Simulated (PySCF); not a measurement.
Nickel: a sound run and one with changed settings

Sound run: Ni(2+) [Ar] 3d8, Ni(3+) [Ar] 3d7. All numbers are calculated (PySCF 2.14, the spin-free X2C one-electron Hamiltonian (Gaussian nucleus), in cc-pVDZ-DK (6s5p3d1f, 43 functions)). In the sound run the correlated levels freeze [Ar]. The sound run starts from symmetry-adapted Hartree-Fock orbitals and uses a fine grid where one is needed.

Changed run: all electrons correlated in a basis built for the valence shell.

| species | method | sound run (hartree) | changed run (hartree) | converged |
| --- | --- | --- | --- | --- |
| Ni(2+) | MP2 | -1518.44948 | -1518.66302 | yes |
| Ni(3+) | MP2 | -1517.16295 | -1517.36070 | yes |

Ionisation energy of Ni(2+):

```
 method  sound run (eV)  changed run (eV)
    UHF          32.887            32.887
    MP2          35.008            35.438
SCS-MP2          34.881            35.174
```

A valence basis has no tight correlating functions, so it recovers only part of the core correlation, and not evenly between atom and ion.

For comparison, NIST gives 35.187 ± 0.019 eV between the lowest levels.
